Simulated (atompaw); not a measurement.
An all-electron radial function and its pseudo partner (sulfur)

Columns: radius, all-electron u(r) and pseudo u(r) of the 3s shell (level -17.43 eV) of sulfur in the configuration [Ne] 3s1.75 3p4.25; PBE, scalar-relativistic, PAW (atompaw) scheme, atompaw 4.2.0.5.

```csv
r (bohr),all-electron,pseudo
0.076,0.1806,0.0611
0.152,-0.0874,0.1224
0.228,-0.3125,0.1840
0.305,-0.4049,0.2467
0.381,-0.3805,0.3087
0.457,-0.2802,0.3706
0.533,-0.1387,0.4318
0.609,0.0186,0.4918
0.685,0.1749,0.5497
0.762,0.3217,0.6056
0.838,0.4496,0.6569
0.914,0.5581,0.7037
0.990,0.6474,0.7449
1.066,0.7180,0.7797
1.142,0.7711,0.8074
1.218,0.8082,0.8277
1.295,0.8314,0.8403
1.371,0.8420,0.8452
1.447,0.8422,0.8430
1.523,0.8339,0.8339
1.599,0.8186,0.8186
1.675,0.7978,0.7978
1.752,0.7724,0.7724
1.828,0.7440,0.7440
1.904,0.7134,0.7134
1.980,0.6814,0.6814
```

(1) How many radial nodes do the two functions have?

(2) At about which radius was the pseudo-wave matched?

(3) Is the pseudo-wave norm-conserving?

Answers

(1) The all-electron 3s function has n − l − 1 = 2; the pseudo-wave has 0, since the states of the same l below it are removed with the core.

(2) 1.58 bohr, where the columns begin to agree (steps of 0.08 bohr).

(3) No, it belongs to a PAW set: the norm inside the radius is not constrained, and the difference is carried by the augmentation charge.
